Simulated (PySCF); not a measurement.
SMILES [Si](F)(F)([SeH])O at its PBE0/def2-SVP optimised geometry (Å):

```
7

O     -1.1704    -1.3950     1.3793
Si    -0.5647    -0.7647     0.0000
F      1.0426    -0.7647     0.0000
F     -1.0426     0.7647     0.0000
Se    -1.1367    -1.8601    -1.8779
H     -1.1431    -2.3512     1.4788
H     -2.5698    -1.7071    -1.5785
```

Calculation: PBE0/def2-TZVP (PySCF).

Map of the electrostatic potential (hartree/e), clipped to [-0.08, 0.12] on the plane z = 0.8 Å:

```
|11111111111111111111111111111|
|11111111100111111111111111111|
|11111100000000111111111111111|
|11111000000000001111111111111|
|11110000000000001111111111111|
|11100000000000000111111111111|
|11100000000000000111111111111|
|11100000000000000111111111111|
|11100000001000001111111111111|
|11100000133211111111111111111|
|11100001368632222111100011111|
|11110002599964432211000001111|
|11111112599998754211000000111|
|11111124699999996321000000011|
|11112235999999998531000000011|
|21122347999999999753100000011|
|22222359999999999996310000011|
|22222359999999999998410000011|
|22212259999999999997310000011|
|22211259999999999764200000111|
|22221259999999998532100000111|
|22222259999999996421100001111|
|22222358999999975421111111111|
|22333458999999765322111111111|
|33333468999998654332211111111|
|33334568999997654332221111111|
|33334567999976544332222211111|
|33334456788765544332222221111|
|33334455666655443332222222211|
```
Scale: ten equal steps from -0.030 (start of '0') to 0.120 (end of '9'), in the order '0123456789'; x runs from -3.50 to 3.50, y from -3.50 (bottom) to 3.50 (top).
